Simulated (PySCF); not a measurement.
How methods differ on the ionisation energy of Te

Te [Kr] 4d10 5s2 5p4 (3P) → Te⁺ [Kr] 4d10 5s2 5p3 (4S), as a difference of total energies. Calculation: PySCF 2.14, in aug-cc-pVQZ-DK3 (9s8p6d3f2g, 102 functions); scalar relativity by spin-free X2C-1e. Correlated levels: valence: [Kr] 4d10 frozen. The calculations carry no spin-orbit coupling.

```json
{"method": "UHF", "ionisation energy (eV)": "7.731"}
{"method": "MP2 (valence)", "ionisation energy (eV)": "8.455"}
{"method": "SCS-MP2 (valence)", "ionisation energy (eV)": "8.533"}
{"method": "CCSD (valence)", "ionisation energy (eV)": "8.582"}
{"method": "CCSD(T) (valence)", "ionisation energy (eV)": "8.621"}
```

Q: How much does correlation contribute at CCSD(T) (valence)?

A: 8.621 − (7.731) = 0.890 eV, measured against UHF.

A first-order spin-orbit estimate (lowest level to lowest level, LS coupling) adds 0.236 eV.

Errors of the correlated levels include the incompleteness of this basis and the frozen core.

For comparison: 9.010 eV (measured; NIST Atomic Spectra Database, ionization energies).
